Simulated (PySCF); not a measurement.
**Electronic structure of Ta⁻ (tantalum, charge -1) at the PBE0 level**

Configuration: [Xe] 4f14 5d4 6s2, high-spin 5D determinant. Calculation: PySCF 2.14, in aug-cc-pwCVDZ-PP with ECP60MDF (6s6p5d3f, 70 functions); a scalar-relativistic core potential.

```json
{"Total energy": "-57.2936 hartree", "One-electron energy": "-98.4954 hartree", "Hartree (Coulomb) energy": "48.0439 hartree", "Exchange-correlation energy": "-6.8421 hartree", "⟨S²⟩": "6.0439", "⟨L²⟩": "6.064", "Sum of ⟨r⟩": "28.60 bohr", "Sum of ⟨r²⟩": "89.01 bohr²", "Traceless quadrupole moment −½Σ⟨3z² − r²⟩ along its main axis": "-1.21 e·bohr²"}
```

```csv
shell,electrons,mean orbital energy (hartree),spread (hartree),"rms radius, mean of both spins (bohr)"
5s α,1,-2.53229,0,1.19
5s β,1,-2.47190,0,1.19
5p α,3,-1.29405,0.00494,1.40
5p β,3,-1.20541,0.02988,1.40
6s α,1,-0.03572,0,4.47
6s β,1,0.01576,0,4.47
5d α,4,0.03361,0.02014,2.94
```

Energies and moments cover only the electrons outside the core potential. Spin-orbit coupling, absent here, splits the open shell strongly. At PBE0 the highest occupied level has a positive energy, so only the finite basis holds that electron; in a semilocal or global hybrid functional this comes from self-interaction and does not mean that the real anion is unbound.
